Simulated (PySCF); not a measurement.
Species: C6H12FNSi.
Numbering: `[CH2:1]=[C:2]([F:3])[Si@@H:4]1[CH2:5][C@@H:6]1[N:7]([CH3:8])[CH3:9]`

Geometry (GFN2-xTB, Å), atoms numbered from 1 in this order:
```
atom  x, y, z in Å
C1     2.2224    1.1179    0.6760
C2     2.3162   -0.1942    0.8186
F3     3.3152   -0.6998    1.5957
Si4    1.2122   -1.5177    0.0699
C5     0.5532   -1.1844   -1.6631
C6    -0.4820   -0.9490   -0.5577
N7    -0.8724    0.4158   -0.3466
C8    -1.7650    0.8848   -1.3895
C9    -1.4454    0.6093    0.9686
H10    2.9116    1.7964    1.1505
H11    1.4284    1.5260    0.0794
H12    1.4209   -2.8711    0.5503
H13    0.8776   -0.2942   -2.1827
H14    0.3440   -1.9987   -2.3414
H15   -1.3129   -1.6635   -0.5554
H16   -1.9465    1.9508   -1.2526
H17   -2.7324    0.3584   -1.3845
H18   -1.2936    0.7312   -2.3583
H19   -2.3609    0.0169    1.1249
H20   -1.6883    1.6630    1.1013
H21   -0.7112    0.3190    1.7193
```

NICS = −σ at a ghost point: NICS(0) at the centroid of the ring atoms, NICS(1) 1 Å to either side along the normal of their mean plane, zz for the tensor component along that normal. Level: GIAO PBE0/pcSseg-1 (PySCF, non-relativistic, gas phase) on the GFN2-xTB geometry, one conformer.

Ring bond lengths (Å), with Mayer bond orders in brackets: Si4–C5 1.884 (0.94), C5–C6 1.533 (0.90), C6–Si4 1.894 (0.89).

Q: Give the NICS values of each ring in ppm.

A: 
```tsv
ring	type	NICS(0)	NICS(1), two faces	NICS(1)zz, two faces	rms pucker (Å)	centre to ring atoms, mean (Å)
Si4–C5–C6	3-membered ring with Si; formal bonds all single	-25.0	-8.9 / -6.5	-18.6 / -12.2	0.00	1.02
```

Q: What do they say, and how far can they be read as aromaticity?

A: 
- Si4–C5–C6: mean NICS(1)zz -15.4 ppm, shielded. Si4, C5, C6 have four or more neighbours; no verdict on aromaticity is drawn. The two faces differ by 6.4 ppm, so no symmetry operation interchanges them. NICS(0) lies 17 ppm below the mean NICS(1).

Q: Give the inner angles of the rings and the Hirshfeld charges of the ring atoms.

A: 
- Si4–C5–C6: Si4 47.9° (+0.320 e), C5 66.4° (-0.171 e), C6 65.7° (-0.069 e); sum 180.0° against 180° for a flat convex ring.

Q: How shielded are the nuclei of the rings and their hydrogens (means over atoms taken as equivalent)?

A: 
```tsv
atoms	environment	σ isotropic (ppm)	principal values of the symmetric part, first atom (ppm)
Si4	SiH silicon	475.9	365.1, 383.1, 679.6
C5	sp3 carbon bound to silicon	175.1	152.1, 175.4, 197.7
C6	sp3 carbon bound to nitrogen	140.8	105.7, 118.7, 198.0
H12	Si–H hydrogen	28.33	22.9, 25.9, 36.1
H13	methylene hydrogen	31.11	27.0, 28.8, 37.5
H14	methylene hydrogen	30.75	25.3, 26.3, 40.6
H15	methine hydrogen	29.81	25.2, 28.6, 35.7
```

On AMD EPYC 7R43, one thread, no GPU (shared host), this took 62 s wall and 1.0 GiB of memory at its peak. This is the whole shielding run at PBE0/pcSseg-1, SCF included.
